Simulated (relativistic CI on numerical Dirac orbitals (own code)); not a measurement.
# Nd2+ (4f4) in a crystal field

Calculated by Dirac-Coulomb-Breit CI, orbitals from a KLI potential per configuration, a model potential for QED, valence Slater integrals scaled by 0.85, one configuration in a parametric crystal field (own radial code).

Field parameters in Wybourne normalisation; cubic f-shell fields have B⁴₄ = √(5/14) B⁴₀ and B⁶₄ = −√(7/2) B⁶₀. The field is a parameter set, without covalency.

S is read from ⟨S²⟩ = S(S + 1).

Powder χT (cm³ K mol⁻¹) by Van Vleck's formula, with temperature-independent terms:

```csv
Field,2 K,5 K,10 K,20 K,50 K,100 K,200 K,300 K
"C2v, B20 = 20, B22 = -50, B40 = 220, B42 = -150, B44 = 390, B60 = -210, B62 = -150, B64 = 50, B66 = -230 cm⁻¹",0.356,0.377,0.423,0.527,0.753,0.887,0.977,1.04
"C2v, B20 = 250, B22 = -110, B40 = -410, B42 = 320, B44 = -30, B60 = 50, B62 = -190, B64 = 20, B66 = -210 cm⁻¹",0.0995,0.245,0.424,0.59,0.784,0.898,0.98,1.05
"D3h, B20 = -50, B40 = -490, B60 = -420, B66 = 150 cm⁻¹",0.257,0.324,0.433,0.607,0.812,0.906,0.981,1.04
"Oh, B40 = 360, B60 = 320 cm⁻¹",0.0245,0.0615,0.14,0.345,0.654,0.819,0.943,1.02
"Oh, B40 = -360, B60 = -270 cm⁻¹",0.0341,0.0852,0.17,0.33,0.62,0.815,0.949,1.03
"Oh, B40 = 1070, B60 = 340 cm⁻¹",0.565,0.573,0.585,0.61,0.682,0.795,0.927,1.01
```

Problem. For D3h, B20 = -50, B40 = -490, B60 = -420, B66 = 150 cm⁻¹: what effective moment follows at 300 K?

Solution. μ_eff = √(8χT) = 2.89 μB. The LS value g√(J(J + 1)) of the free ion's 5I_4 level is 2.68 μB.
